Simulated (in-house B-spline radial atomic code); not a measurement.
## Neutral scandium: [Ar] 3d1 4s2

Level of theory: scalar-relativistic (X2C) LDA VWN5, spin-polarised, spherical fractional occupations, Fermi nucleus of rms radius 3.5459 fm; calculated with an all-electron radial atomic-structure program (B-spline basis).

Z_r = [3n² - l(l+1)]/(2<r>); Z_e = n√(-2ε); the last column is Slater's effective charge. Values are occupation-weighted means over spin.

```json
{"shell": "1s", "electrons": "2", "ε (eV)": "-4382.1", "<r> (bohr)": "0.07295", "Z_r": "20.56", "Z_e": "17.95", "Slater": "20.70"}
{"shell": "2s", "electrons": "2", "ε (eV)": "-472.62", "<r> (bohr)": "0.3445", "Z_r": "17.42", "Z_e": "11.79", "Slater": "16.85"}
{"shell": "2p", "electrons": "6", "ε (eV)": "-387.74", "<r> (bohr)": "0.3082", "Z_r": "16.23", "Z_e": "10.68", "Slater": "16.85"}
{"shell": "3s", "electrons": "2", "ε (eV)": "-54.623", "<r> (bohr)": "1.077", "Z_r": "12.53", "Z_e": "6.01", "Slater": "9.75"}
{"shell": "3p", "electrons": "6", "ε (eV)": "-33.491", "<r> (bohr)": "1.171", "Z_r": "10.67", "Z_e": "4.71", "Slater": "9.75"}
{"shell": "4s", "electrons": "2", "ε (eV)": "-4.2736", "<r> (bohr)": "3.694", "Z_r": "6.50", "Z_e": "2.24", "Slater": "3.00"}
{"shell": "3d", "electrons": "1", "ε (eV)": "-3.7031", "<r> (bohr)": "1.828", "Z_r": "5.74", "Z_e": "1.57", "Slater": "3.00"}
```

The least bound orbital is 3d up at -3.703 eV, while the most diffuse is 4s down (<r> = 3.738 bohr against 1.828 bohr): energy order and size order differ.

The density falls to 0.001 bohr⁻³ at 4.948 bohr; Σ<r²> = 49.391 bohr² gives, by the non-relativistic formula and without the paramagnetism of open shells, a Langevin diamagnetic susceptibility of -39.12×10⁻⁶ cm³/mol.
Radii and densities under X2C are those of the two-component orbitals, without the picture-change correction, which makes inner s shells of heavy atoms about 5 % too small.
